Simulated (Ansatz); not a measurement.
Results of the Gaussian-basis code of Ansatz.

A structure relaxed at PBE0-D4/def2-TZVP, charge 0, multiplicity 1:

| atom | x (Å) | y (Å) | z (Å) |
| --- | --- | --- | --- |
| C1 | -0.1264 | 1.9646 | -1.8787 |
| C2 | -0.0708 | 1.0932 | -1.0453 |
| B3 | -0.0005 | 0.0003 | 0.0000 |
| C4 | -1.1091 | -1.0260 | 0.0984 |
| C5 | -1.9928 | -1.8446 | 0.1769 |
| C6 | 1.1789 | -0.0666 | 0.9470 |
| C7 | 2.1193 | -0.1200 | 1.7018 |
| H8 | -0.1755 | 2.7339 | -2.6146 |
| H9 | -2.7729 | -2.5674 | 0.2462 |
| H10 | 2.9497 | -0.1673 | 2.3683 |

(1) Give its formula and SMILES.

(2) Point group (tolerance 0.08 Å, 0.16 Å for H)?

(3) Summarise the bond lengths by kind.

## Answers

(1) C6H3B, `C#CB(C#C)C#C`.

(2) D3h.

(3) 3 × C–C 1.207 Å; 3 × C–H 1.066 Å; 3 × B–C 1.514 Å.
